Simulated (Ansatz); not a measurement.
C2H6GeSe (`C=[C]([GeH3])[SeH]`). Charge 0, multiplicity 1. The structure was optimised at the PBE0-D4/def2-TZVP level. It is one conformer, not always the lowest.

```xyz
10

C     0.338   -1.595    0.499
C     0.239   -0.487   -0.230
Ge   -0.435    1.182    0.507
Se    0.885   -0.474   -2.024
H     0.720   -2.531    0.100
H     0.035   -1.601    1.542
H     0.693    2.223    0.555
H    -0.980    0.911    1.919
H    -1.557    1.711   -0.403
H     0.062    0.661   -2.465
```

What is the dipole moment at B3LYP/def2-TZVPP? (Best estimate.)

Ansatz gave: 0.67 D, with components (-0.38, 0.13, 0.53) D in this frame, pointing from negative to positive charge.

And with PBE, r2SCAN, ωB97M-V? (An estimate is asked.)

Computed: PBE 0.60 D, r2SCAN 0.70 D, ωB97M-V 0.75 D.

Give the Mulliken charges with B3LYP, PBE, r2SCAN in def2-TZVPP. (An estimate is asked.)

The calculation gave: 
```tsv
atom	B3LYP	PBE	r2SCAN
C1	-0.22	-0.21	-0.16
C2	-0.12	-0.07	-0.13
Ge3	0.11	0.08	0.13
Se4	0.00	-0.02	-0.02
H5	0.10	0.09	0.08
H6	0.10	0.09	0.08
H7	0.00	0.00	0.00
H8	-0.01	-0.01	-0.01
H9	-0.01	-0.01	-0.01
H10	0.04	0.05	0.05
```

B3LYP here is the variant with VWN-RPA as its local correlation; programs differ in this.
